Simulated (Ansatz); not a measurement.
`C[CH2][AlH][AlH][SiH3]` + `CB(O)F` → `CB(F)O[SiH3]` + `C[CH2][AlH][AlH2]`  (cleavage of the Si–Al bond)

Computed with Ansatz on PBE0-D4/def2-TZVP structures; ΔE is electronic, products minus reactants. CCSD(T)/CBS adds triple-zeta CCSD(T) − MP2 to the extrapolated MP2 energy (def2 sets, frozen cores). One conformer a species, not always the lowest.

```
                 species  CCSD/CBS(def2) energy (Eh)
`C[CH2][AlH][AlH][SiH3]`                  -855.17086
                `CB(O)F`                  -240.32871
          `CB(F)O[SiH3]`                  -530.63646
     `C[CH2][AlH][AlH2]`                  -564.89213
```

(1) Work out ΔE.

Largest T1 diagnostic among the species: 0.012.

Results:

(1) ΔE = (-530.63646) + (-564.89213) − (-855.17086) − (-240.32871) = -0.02902 Eh = -0.79 eV. CCSD(T)/CBS gives -0.75 eV.

In def2-TZVPP, CCSD(T) changes the Hartree–Fock value by +0.30 eV (the triples alone add +0.04 eV) and MP2 by +0.22 eV. From PBE to PBE0 (25 % exact exchange), in def2-TZVPP and without D4, ΔE moves by −0.09 eV.
